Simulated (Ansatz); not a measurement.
`C[SiH2]N[SiH](O)O` and `[OH][GeH2][NH][SiH](O)O` differ in one atom or group.

Ansatz, PBE0-D4/def2-TZVP geometries, multiplicity 1. Each molecule was computed in one conformer, which needn't be the lowest.

Scalar relativity is left out up to krypton.

```
                                        property  `C[SiH2]N[SiH](O)O`
              LUMO energy (PBE0/def2-TZVPP) / eV                 0.63
         HOMO–LUMO gap (ωB97M-V/def2-TZVPP) / eV                11.98
           HOMO energy (ωB97M-V/def2-TZVPP) / eV                -9.95
           HOMO–LUMO gap (B3LYP/def2-TZVPP) / eV                 7.71
            HOMO–LUMO gap (PBE0/def2-TZVPP) / eV                 8.26
size of the dipole moment (B3LYP/def2-TZVPP) / D                 1.97
```

Problem. What does the change do to each property? (Estimate.)

Solution. Computed: 
```json
{"property": "LUMO energy (PBE0/def2-TZVPP) / eV", "`[OH][GeH2][NH][SiH](O)O`": "0.30", "shift": "-0.33"}
{"property": "HOMO–LUMO gap (ωB97M-V/def2-TZVPP) / eV", "`[OH][GeH2][NH][SiH](O)O`": "12.04", "shift": "0.06"}
{"property": "HOMO energy (ωB97M-V/def2-TZVPP) / eV", "`[OH][GeH2][NH][SiH](O)O`": "-10.11", "shift": "-0.16"}
{"property": "HOMO–LUMO gap (B3LYP/def2-TZVPP) / eV", "`[OH][GeH2][NH][SiH](O)O`": "7.51", "shift": "-0.20"}
{"property": "HOMO–LUMO gap (PBE0/def2-TZVPP) / eV", "`[OH][GeH2][NH][SiH](O)O`": "8.07", "shift": "-0.19"}
{"property": "size of the dipole moment (B3LYP/def2-TZVPP) / D", "`[OH][GeH2][NH][SiH](O)O`": "2.38", "shift": "0.41"}
```

With PBE0 the HOMO falls by 0.14 eV and the LUMO falls by 0.33 eV, so the gap narrows by about 0.19 eV. PBE moves the HOMO by -0.09 eV and ωB97M-V by -0.16 eV. Dipoles are sizes alone; their direction can turn.

B3LYP here is the variant with VWN-RPA as its local correlation; programs differ in this.
